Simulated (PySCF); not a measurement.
C₅H₁₂F₃P.
Atom-mapped SMILES: `[CH3:1][P:2]([CH3:3])([CH3:4])([CH3:5])[C:6]([F:7])([F:8])[F:9]` (hydrogens: H10, H11, H12 on C1; H13, H14, H15 on C3; H16, H17, H18 on C4; H19, H20, H21 on C5)

The same species was optimised twice, with GFN2-xTB and with PBE0-D3(BJ)/def2-SVP (PySCF), and the same property calculations (PySCF, gas phase) were run on both structures.

```tsv
coordinate	GFN2-xTB	PBE0-D3(BJ)/def2-SVP	change
P2–C6 (Å)	1.993	1.967	-0.026
P2–C5 (Å)	1.931	1.947	+0.016
C1–P2 (Å)	1.925	1.934	+0.009
P2–C3 (Å)	1.841	1.849	+0.008
C6–F7 (Å)	1.340	1.332	-0.008
C6–F8 (Å)	1.350	1.343	-0.007
P2–C4 (Å)	1.845	1.849	+0.004
C6–F9 (Å)	1.343	1.340	-0.003
C1–P2–C5 (°)	171.1	174.9	+3.8
P2–C6–F9 (°)	113.4	110.5	-2.9
C4–P2–C6 (°)	123.1	120.4	-2.7
C1–P2–C6 (°)	86.8	89.3	+2.5
P2–C6–F7 (°)	118.0	115.6	-2.4
P2–C6–F8 (°)	107.1	109.4	+2.3
C3–P2–C6 (°)	117.5	119.4	+1.9
C5–P2–C6 (°)	84.3	85.7	+1.4
C1–P2–C6–F7 (°)	-9	-4	+5
```

Rotational constants: A = 1697, B = 1135, C = 1049 MHz (GFN2-xTB) against A = 1672, B = 1150, C = 1061 MHz (PBE0-D3(BJ)/def2-SVP).

On the GFN2-xTB structure: HOMO (eV) -6.27 [PBE0/pcSseg-1]; LUMO (eV) 1.07 [PBE0/pcSseg-1]; dipole (D) 3.07 [PBE0/pcSseg-1]; GIAO shielding of C1 (ppm) 150.8 [PBE0/pcSseg-1]; GIAO shielding of P2 (ppm) 441.1 [PBE0/pcSseg-1]; GIAO shielding of C3/C4 (mean) (ppm) 163.2 [PBE0/pcSseg-1]; GIAO shielding of C5 (ppm) 153.4 [PBE0/pcSseg-1]; GIAO shielding of C6 (ppm) 49.1 [PBE0/pcSseg-1]; GIAO shielding of F7/F8/F9 (mean) (ppm) 256.4 [PBE0/pcSseg-1].

Task: What do these properties become on the PBE0-D3(BJ)/def2-SVP structure?

Result: 
| property | level | on GFN2-xTB | on PBE0-D3(BJ)/def2-SVP | change |
| --- | --- | --- | --- | --- |
| HOMO (eV) | PBE0/pcSseg-1 | -6.27 | -6.23 | +0.04 |
| LUMO (eV) | PBE0/pcSseg-1 | 1.07 | 1.12 | +0.05 |
| dipole (D) | PBE0/pcSseg-1 | 3.07 | 2.67 | -0.40 |
| energy, GFN2-xTB geometry as zero (kcal/mol) | PBE0/pcSseg-1 | 0.0 | -0.7 | -0.7 |
| GIAO shielding of C1 (ppm) | PBE0/pcSseg-1 | 150.8 | 149.0 | -1.8 |
| GIAO shielding of P2 (ppm) | PBE0/pcSseg-1 | 441.1 | 444.9 | +3.8 |
| GIAO shielding of C3/C4 (mean) (ppm) | PBE0/pcSseg-1 | 163.2 | 160.8 | -2.4 |
| GIAO shielding of C5 (ppm) | PBE0/pcSseg-1 | 153.4 | 152.0 | -1.4 |
| GIAO shielding of C6 (ppm) | PBE0/pcSseg-1 | 49.1 | 51.0 | +1.9 |
| GIAO shielding of F7/F8/F9 (mean) (ppm) | PBE0/pcSseg-1 | 256.4 | 260.7 | +4.3 |

The heavy atoms differ by 0.096 Å rms after alignment. Among bonds between heavy atoms P2–C6 changes most (-0.026 Å). Changes are differences of the printed values. Neither structure is proved a minimum here.

The values belong to the conformer `[CH3:1][P:2]([CH3:3])([CH3:4])([CH3:5])[C:6]([F:7])([F:8])[F:9]`: C1–P2–C6–F7 -4°.
